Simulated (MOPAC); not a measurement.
Input file for MOPAC: AM1 on C2H9FSi (a complex), monomers drawn apart or pushed together.

```
AM1 1SCF PRECISE CHARGE=0 THREADS=1
C2H9FSi

C     -0.68172058 1     0.49251266 1    -0.30165832 1
F      0.31605755 1    -0.27142533 1     0.29945556 1
H     -0.48880645 1     0.53151060 1    -1.37406917 1
H     -1.64547436 1     0.02295301 1    -0.10493167 1
H     -0.65735704 1     1.49457292 1     0.12639161 1
C      1.15917602 1    -1.04925639 1     4.84207989 1
Si    -0.24411906 1     0.19029282 1     4.80354320 1
H      2.02415662 1    -0.64058095 1     5.36773741 1
H      1.46193087 1    -1.30562343 1     3.82668339 1
H      0.85498025 1    -1.96441248 1     5.35346735 1
H     -0.66490854 1     0.54609497 1     6.18283375 1
H     -1.42824821 1    -0.35931278 1     4.09883964 1
H      0.16169586 1     1.44223476 1     4.11902436 1
```

It printed:

```
*******************************************************************************
 **                                                                           **
 **                              MOPAC v23.2.5                                **
 **                                                                           **
 *******************************************************************************
 ** MOPAC's Digital Object Identifier: https://doi.org/10.5281/zenodo.6511958 **
 **                                                                           **
 ** Please cite the open-source release paper for use of this MOPAC version:  **
 ** J. E. Moussa and J. J. P. Stewart (2026)                                  **
 ** MOPAC: An open-source semiempirical molecular orbital program             **
 ** J. Open Source Softw., 11(119), 8025, https://doi.org/10.21105/joss.08025 **
 *******************************************************************************

                              AM1 CALCULATION RESULTS

 *******************************************************************************
 *  AM1        - The AM1 Hamiltonian to be used
 *
 *
 *
 *                 CHARGE ON SYSTEM = 0
 *
 *
 *
 *  PRECISE    - TIGHTER CRITERIA TO BE USED
 *  1SCF       - DO 1 SCF AND THEN STOP
 *  THREADS=1  - MULTI-THREADING NOT USED
 *  T=         - A TIME OF 172800.0 SECONDS REQUESTED
 *  DUMP=N     - RESTART FILE WRITTEN EVERY 7200.0 SECONDS REQUESTED
 *******************************************************************************
AM1 1SCF PRECISE CHARGE=0 THREADS=1
 C2H9FSi

   ATOM   CHEMICAL          X               Y               Z
  NUMBER   SYMBOL      (ANGSTROMS)     (ANGSTROMS)     (ANGSTROMS)

     1       C         -0.68172058  *   0.49251266  *  -0.30165832  *
     2       F          0.31605755  *  -0.27142533  *   0.29945556  *
     3       H         -0.48880645  *   0.53151060  *  -1.37406917  *
     4       H         -1.64547436  *   0.02295301  *  -0.10493167  *
     5       H         -0.65735704  *   1.49457292  *   0.12639161  *
     6       C          1.15917602  *  -1.04925639  *   4.84207989  *
     7      Si         -0.24411906  *   0.19029282  *   4.80354320  *
     8       H          2.02415662  *  -0.64058095  *   5.36773741  *
     9       H          1.46193087  *  -1.30562343  *   3.82668339  *
    10       H          0.85498025  *  -1.96441248  *   5.35346735  *
    11       H         -0.66490854  *   0.54609497  *   6.18283375  *
    12       H         -1.42824821  *  -0.35931278  *   4.09883964  *
    13       H          0.16169586  *   1.44223476  *   4.11902436  *



          CARTESIAN COORDINATES

    NO.       ATOM           X           Y           Z

     1         C         -0.6817      0.4925     -0.3017
     2         F          0.3161     -0.2714      0.2995
     3         H         -0.4888      0.5315     -1.3741
     4         H         -1.6455      0.0230     -0.1049
     5         H         -0.6574      1.4946      0.1264
     6         C          1.1592     -1.0493      4.8421
     7        Si         -0.2441      0.1903      4.8035
     8         H          2.0242     -0.6406      5.3677
     9         H          1.4619     -1.3056      3.8267
    10         H          0.8550     -1.9644      5.3535
    11         H         -0.6649      0.5461      6.1828
    12         H         -1.4282     -0.3593      4.0988
    13         H          0.1617      1.4422      4.1190

  H: (AM1): M.J.S. DEWAR ET AL, J. AM. CHEM. SOC. 107 3902-3909 (1985)
  C: (AM1): M.J.S. DEWAR ET AL, J. AM. CHEM. SOC. 107 3902-3909 (1985)
  F: (AM1): M.J.S. DEWAR AND E. G. ZOEBISCH, THEOCHEM, 180, 1 (1988).
 Si: (AM1): M.J.S.DEWAR, C. JIE, ORGANOMETALLICS, 6, 1486-1490 (1987).

           Empirical Formula: C2 H9 F Si  =    13 atoms



      MOLECULAR POINT GROUP   :   C1


      RHF CALCULATION, NO. OF DOUBLY OCCUPIED LEVELS = 14


 -------------------------------------------------------------------------------
 AM1 1SCF PRECISE CHARGE=0 THREADS=1
 C2H9FSi



     1SCF WAS SPECIFIED, SO BFGS WAS NOT USED
     SCF FIELD WAS ACHIEVED


                              AM1 CALCULATION
                                                       MOPAC v23.2.5 Linux




          FINAL HEAT OF FORMATION =        -69.33695 KCAL/MOL =    -290.10580 KJ/MOL


          COSMO AREA              =        153.36 SQUARE ANGSTROMS
          COSMO VOLUME            =        137.28 CUBIC ANGSTROMS

          IONIZATION POTENTIAL    =         11.585547 EV
          HOMO LUMO ENERGIES (EV) =        -11.586  1.717
          NO. OF FILLED LEVELS    =         14
          MOLECULAR WEIGHT        =         80.1770         POINT GROUP:  C1

          MOLECULAR DIMENSIONS (Angstroms)

            Atom       Atom       Distance
            H    11    H     3     7.55897
            H     4    H     8     3.85549
            H    13    H    10     3.23033


          SCF CALCULATIONS        =          1





   ATOM   CHEMICAL          X               Y               Z
  NUMBER   SYMBOL      (ANGSTROMS)     (ANGSTROMS)     (ANGSTROMS)

     1       C         -0.68172058  *   0.49251266  *  -0.30165832  *
     2       F          0.31605755  *  -0.27142533  *   0.29945556  *
     3       H         -0.48880645  *   0.53151060  *  -1.37406917  *
     4       H         -1.64547436  *   0.02295301  *  -0.10493167  *
     5       H         -0.65735704  *   1.49457292  *   0.12639161  *
     6       C          1.15917602  *  -1.04925639  *   4.84207989  *
     7      Si         -0.24411906  *   0.19029282  *   4.80354320  *
     8       H          2.02415662  *  -0.64058095  *   5.36773741  *
     9       H          1.46193087  *  -1.30562343  *   3.82668339  *
    10       H          0.85498025  *  -1.96441248  *   5.35346735  *
    11       H         -0.66490854  *   0.54609497  *   6.18283375  *
    12       H         -1.42824821  *  -0.35931278  *   4.09883964  *
    13       H          0.16169586  *   1.44223476  *   4.11902436  *

                             CARTESIAN COORDINATES

   1    C       -0.681720580     0.492512660    -0.301658320
   2    F        0.316057550    -0.271425330     0.299455560
   3    H       -0.488806450     0.531510600    -1.374069170
   4    H       -1.645474360     0.022953010    -0.104931670
   5    H       -0.657357040     1.494572920     0.126391610
   6    C        1.159176020    -1.049256390     4.842079890
   7   Si       -0.244119060     0.190292820     4.803543200
   8    H        2.024156620    -0.640580950     5.367737410
   9    H        1.461930870    -1.305623430     3.826683390
  10    H        0.854980250    -1.964412480     5.353467350
  11    H       -0.664908540     0.546094970     6.182833750
  12    H       -1.428248210    -0.359312780     4.098839640
  13    H        0.161695860     1.442234760     4.119024360


           Empirical Formula: C2 H9 F Si  =    13 atoms



      MOLECULAR POINT GROUP   :   C1


                  EIGENVALUES
 -48.52870 -28.84364 -28.25647 -16.62395 -16.61396 -16.33516 -15.50142 -13.99226
 -13.99192 -12.23050 -12.22363 -11.70835 -11.61670 -11.58555   1.71661   1.72656
   1.73218   2.27901   3.95633   3.95960   4.04096   4.61179   4.61933   4.65529
   5.42009


              NET ATOMIC CHARGES AND DIPOLE CONTRIBUTIONS

  ATOM NO.   TYPE          CHARGE      No. of ELECS.   s-Pop       p-Pop
    1          C          -0.035986        4.0360     1.22012     2.81586
    2          F          -0.186982        7.1870     1.92606     5.26092
    3          H           0.074057        0.9259     0.92594
    4          H           0.074434        0.9256     0.92557
    5          H           0.074506        0.9255     0.92549
    6          C          -0.491767        4.4918     1.25294     3.23883
    7         Si           0.748590        3.2514     0.85492     2.39649
    8          H           0.086902        0.9131     0.91310
    9          H           0.092360        0.9076     0.90764
   10          H           0.086791        0.9132     0.91321
   11          H          -0.175802        1.1758     1.17580
   12          H          -0.173797        1.1738     1.17380
   13          H          -0.173306        1.1733     1.17331
 DIPOLE           X         Y         Z       TOTAL
 POINT-CHG.    -1.310     1.026    -0.765     1.832
 HYBRID         0.372    -0.334    -0.008     0.500
 SUM           -0.938     0.692    -0.773     1.399


          ATOMIC ORBITAL ELECTRON POPULATIONS

     Atom    s        px        py        pz
    1  C   1.22012   0.89375   0.94720   0.97491
    2  F   1.92606   1.63143   1.77579   1.85370
    3  H   0.92594
    4  H   0.92557
    5  H   0.92549
    6  C   1.25294   1.09981   1.08819   1.05083
    7 Si   0.85492   0.78500   0.79305   0.81844
    8  H   0.91310
    9  H   0.90764
   10  H   0.91321
   11  H   1.17580
   12  H   1.17380
   13  H   1.17331

 **********************
 *                    *
 * JOB ENDED NORMALLY *
 *                    *
 **********************




 == MOPAC DONE ==
```

The run finished.

Cost: around 0.03 core-seconds (rough).
